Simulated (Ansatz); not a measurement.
`c1sc(-c2sc(-c3sc(-c4scc5c4OCCO5)c4c3OCCO4)c3c2OCCO3)c2c1OCCO2`, relaxed as a singlet with RKS PBE-D4/def2-SVP in Ansatz, starting from the GFN2-xTB geometry. Force threshold 0.03 eV/Å.

Single mean-field runs in def2-SVP are fitted with def2-universal-jkfit.

Start:

Cartesian coordinates in Å:
```
C 3.592 -1.546 5.556
S 2.785 -1.853 4.069
C 2.348 -0.176 3.879
C 1.576 0.228 2.749
S 1.471 -0.826 1.359
C 0.382 0.251 0.545
C -0.172 -0.049 -0.723
S -1.344 0.975 -1.495
C -1.466 -0.097 -2.868
C -2.366 0.196 -3.935
S -2.913 1.828 -4.202
C -3.885 1.357 -5.539
C -3.800 0.018 -5.769
C -2.939 -0.653 -4.856
O -2.755 -2.005 -4.893
C -3.137 -2.556 -6.137
C -4.511 -2.032 -6.558
O -4.477 -0.633 -6.762
C -0.618 -1.175 -2.720
C 0.098 -1.152 -1.503
O 0.988 -2.119 -1.135
C 1.386 -2.915 -2.233
C 0.176 -3.302 -3.088
O -0.432 -2.156 -3.649
C 0.139 1.368 1.315
C 0.808 1.360 2.558
O 0.650 2.366 3.466
C 0.113 3.533 2.876
C -1.090 3.191 1.994
O -0.696 2.370 0.913
C 2.829 0.561 4.937
C 3.531 -0.228 5.892
O 4.092 0.301 7.021
C 4.217 1.707 6.941
C 2.934 2.337 6.395
O 2.697 1.912 5.069
H 4.062 -2.337 6.101
H -4.462 2.079 -6.078
H -2.396 -2.298 -6.905
H -3.161 -3.637 -6.000
H -5.244 -2.276 -5.777
H -4.825 -2.469 -7.507
H 1.869 -3.798 -1.814
H 2.103 -2.358 -2.852
H -0.550 -3.843 -2.466
H 0.479 -3.929 -3.927
H 0.880 4.033 2.267
H -0.181 4.183 3.701
H -1.844 2.672 2.600
H -1.524 4.089 1.553
H 4.421 2.054 7.955
H 5.057 1.970 6.284
H 2.088 2.056 7.037
H 3.019 3.424 6.357
```

```tsv
step	energy (eV)	largest force component (eV/Å)	SCF passes
1	-84787.7785	0.828	24
2	-84788.0891	0.290	21
3	-84788.1311	0.114	21
4 (rejected)	-84788.1231	0.226	20
5	-84788.1456	0.061	21
6	-84788.1558	0.073	20
7	-84788.1646	0.154	20
8	-84788.1695	0.186	21
9	-84788.1758	0.152	21
10	-84788.1803	0.104	21
11	-84788.1818	0.094	21
12	-84788.1829	0.061	21
13	-84788.1834	0.020	21
```

Force components are those of the run's own axes.

End:

Cartesian coordinates in Å:
```
C 3.355 -1.544 5.893
S 2.380 -1.938 4.515
C 2.189 -0.252 4.057
C 1.415 0.122 2.902
S 1.437 -0.865 1.446
C 0.297 0.184 0.613
C -0.185 -0.089 -0.709
S -1.363 0.934 -1.523
C -1.358 -0.066 -2.970
C -2.189 0.261 -4.100
S -2.431 1.924 -4.613
C -3.474 1.462 -5.919
C -3.617 0.088 -5.977
C -2.897 -0.597 -4.940
O -2.957 -1.950 -4.776
C -3.431 -2.609 -5.950
C -4.668 -1.915 -6.504
O -4.374 -0.575 -6.903
C -0.490 -1.144 -2.809
C 0.155 -1.160 -1.537
O 1.049 -2.126 -1.171
C 1.537 -2.867 -2.293
C 0.397 -3.240 -3.233
O -0.229 -2.075 -3.771
C -0.041 1.256 1.440
C 0.573 1.220 2.727
O 0.301 2.146 3.691
C -0.295 3.325 3.148
C -1.417 2.976 2.177
O -0.911 2.239 1.061
C 2.859 0.561 4.970
C 3.510 -0.176 6.017
O 4.218 0.436 7.014
C 4.541 1.792 6.698
C 3.344 2.520 6.100
O 2.944 1.919 4.869
H 3.770 -2.323 6.541
H -3.935 2.208 -6.574
H -2.629 -2.629 -6.724
H -3.665 -3.652 -5.656
H -5.473 -1.914 -5.731
H -5.044 -2.439 -7.405
H 2.028 -3.773 -1.886
H 2.296 -2.264 -2.842
H -0.355 -3.857 -2.689
H 0.778 -3.823 -4.095
H 0.478 3.936 2.627
H -0.688 3.906 4.006
H -2.198 2.379 2.701
H -1.884 3.893 1.766
H 4.860 2.270 7.645
H 5.393 1.822 5.979
H 2.494 2.508 6.822
H 3.600 3.573 5.872
```

By distances, no bond broke or formed. The bond that changes most is C1–H37, from 1.07 to 1.09 Å (atoms count from 1).

No frequencies were taken in this run, so the end may be a saddle point.

Hardware: 2 threads of AMD EPYC 7R13 on a shared host and a share (18 GiB) of an NVIDIA H100 80GB HBM3. Wall time 72 s, peak host memory 1.1 GiB.
